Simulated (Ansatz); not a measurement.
`[F][Ge]([F])([F])[SH]` + CH₄ → `[CH3][Ge]([F])([F])[F]` + H₂S at 400 K and 1 bar (formal exchange of groups at a Ge–S bond).

Isolated molecules relaxed with PBE0-D4/def2-TZVP in Ansatz; ΔE leaves out vibrations. CCSD(T)/CBS is the MP2 limit (def2-TZVPP, def2-QZVPP) plus CCSD(T) − MP2 in def2-TZVPP, frozen cores. This one scheme is used for every species. For Ge outer-core shells are correlated without core-valence functions, which leaves a few kJ/mol of doubt a bond. Scalar relativity is left out up to krypton. One conformer a species, not always the lowest.

```json
{"species": "`[F][Ge]([F])([F])[SH]`", "CCSD(T)/CBS energy (Eh)": "-2774.00787", "H − E (kJ/mol)": "75.0", "S (J/(mol·K))": "384.1"}
{"species": "CH₄", "CCSD(T)/CBS energy (Eh)": "-40.46206", "H − E (kJ/mol)": "131.3", "S (J/(mol·K))": "197.2"}
{"species": "`[CH3][Ge]([F])([F])[F]`", "CCSD(T)/CBS energy (Eh)": "-2415.48494", "H − E (kJ/mol)": "146.9", "S (J/(mol·K))": "368.7"}
{"species": "H₂S", "CCSD(T)/CBS energy (Eh)": "-398.97279", "H − E (kJ/mol)": "53.4", "S (J/(mol·K))": "215.9"}
```

H − E and S are ideal-gas, rigid-rotor, harmonic terms from PBE0-D4/def2-TZVP, for one conformer and one mirror image of each species. 1 Eh = 2625.50 kJ/mol, R = 8.31446 J/(mol·K).

Q: By hand: ΔE, ΔH, ΔS and ΔG.

A: ΔE = (-2415.48494) + (-398.97279) − (-2774.00787) − (-40.46206) = 0.01220 Eh = 32.0 kJ/mol. Δ(H − E) = 146.9 + 53.4 − 75.0 − 131.3 = -6.0, so ΔH = 26.0 kJ/mol. ΔS = 368.7 + 215.9 − 384.1 − 197.2 = 3.3 J/(mol·K). ΔG = 26.0 − 400 × (3.3)/1000 = 24.7 kJ/mol.

Q: By hand: the equilibrium constant, and the temperature at which ΔG would vanish if ΔH and ΔS stayed fixed.

A: log₁₀ K = −ΔG/(RT ln 10) = -3.2. ΔG = 0 at ΔH/ΔS = 7879 K, far beyond where these terms or the molecules hold.

The number of gas molecules stays the same, so ΔS is small and ΔH decides. A doubt of 5 kJ/mol in ΔE shifts log₁₀ K by 0.7 here. Other conformers and mirror images would add mixing entropy, several J/(mol·K) or more a flexible species. These are equilibria of isolated gas molecules and say nothing of rates. Largest T1 diagnostic: 0.012 (customary marks: 0.02 for closed shells, 0.045 for open ones).
